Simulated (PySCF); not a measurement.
# A survey of 29Si NMR shifts

Method: structure optimised with GFN2-xTB, shielding tensors at PBE0/pcSseg-1 (GIAO), in PySCF 2.14.0 with density-fitted response routines (no solvent, relativity neglected, one conformer, averaged over atoms made equivalent by symmetry, fast rotation or ring inversion).

Shieldings were converted by a linear fit to measured shifts: 29Si: δ = 279.94 − 0.822σ (rms 8.9 ppm, 72 shifts, 25.8 ppm with the 6 outliers that the fit left out vs TMS, solution or neat liquid). Occasional misses reach two or three times the rms, and more in compound classes unlike the fitted ones.

Task: Give the 29Si shifts of `[SiH3][C@@H]1CC[C@@H]2[SiH2]O[SiH2][C@H]12`, `OCCC1=C(C[SiH3])[SiH2][SiH2]1`, `C#C[SiH2]OC(=C)C(F)F`.

Result: 
| compound | environment | δ (ppm) |
| --- | --- | --- |
| [SiH3:1][C@@H:2]1[CH2:3][CH2:4][C@@H:5]2[SiH2:6][O:7][SiH2:8][C@H:9]12 | Si6: silicon bonded to C, O, 2 H, in a 5-membered ring | -3.3 |
| [SiH3:1][C@@H:2]1[CH2:3][CH2:4][C@@H:5]2[SiH2:6][O:7][SiH2:8][C@H:9]12 | Si8: silicon bonded to C, O, 2 H, in a 5-membered ring | -14.5 |
| [SiH3:1][C@@H:2]1[CH2:3][CH2:4][C@@H:5]2[SiH2:6][O:7][SiH2:8][C@H:9]12 | Si1: silicon bonded to C, 3 H | -66.7 |
| [OH:1][CH2:2][CH2:3][C:4]1=[C:5]([CH2:6][SiH3:7])[SiH2:8][SiH2:9]1 | Si8: silicon bonded to C, Si, 2 H, in a 4-membered ring | -62.6 |
| [OH:1][CH2:2][CH2:3][C:4]1=[C:5]([CH2:6][SiH3:7])[SiH2:8][SiH2:9]1 | Si9: silicon bonded to C, Si, 2 H, in a 4-membered ring | -64.9 |
| [OH:1][CH2:2][CH2:3][C:4]1=[C:5]([CH2:6][SiH3:7])[SiH2:8][SiH2:9]1 | Si7: silicon bonded to C, 3 H | -68.3 |
| C#C[SiH2]OC(=C)C(F)F | silicon bonded to C, O, 2 H | -49.5 |

Task: Match the shifts -14.5, -27.8, -35.9, -57.4 ppm to `C#C/C=C\CO[SiH](F)F`, `C#C/C=C(\O[SiH3])C(F)F`, `C=C[C@H]1C[Si@H](CCC)C1`, `CC(=O)C1=C[SiH2]C1(F)F`.

Result: -14.5: C=C[C@H]1C[Si@H](CCC)C1 (silicon bonded to 3 C, H, in a 4-membered ring); -27.8: CC(=O)C1=C[SiH2]C1(F)F (silicon bonded to 2 C, 2 H, in a 4-membered ring); -35.9: C#C/C=C(\O[SiH3])C(F)F (silicon bonded to O, 3 H); -57.4: C#C/C=C\CO[SiH](F)F (silicon bonded to 2 F, O, H).
